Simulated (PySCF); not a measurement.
S²⁺: ionisation energy

S²⁺ [Ne] 3s2 3p2 (3P) → S³⁺ [Ne] 3s2 3p1 (2P), as a difference of total energies. All numbers are calculated (PySCF 2.14, no relativity, point nucleus, in aug-cc-pV(T+d)Z (6s5p4d2f, 55 functions)). Correlated levels: valence: [Ne] frozen. The calculations carry no spin-orbit coupling.

```
           method  ionisation energy (eV)
              UHF                  34.156
              LDA                  34.876
              PBE                  34.834
             PBE0                  34.876
           r2SCAN                  35.030
            M06-L                  34.808
          wB97X-V                  34.656
           B2PLYP                  34.691
             BLYP                  34.635
    MP2 (valence)                  34.636
SCS-MP2 (valence)                  34.541
```

Q: How much does correlation contribute at MP2 (valence)?

A: 34.636 − (34.156) = 0.480 eV, measured against UHF.

A first-order spin-orbit estimate (lowest level to lowest level, LS coupling) adds -0.009 eV.

Errors of the correlated levels include the incompleteness of this basis and the frozen core.

For comparison: 34.86 ± 0.04 eV (semi-empirical (NIST evaluation); NIST Atomic Spectra Database, ionization energies).
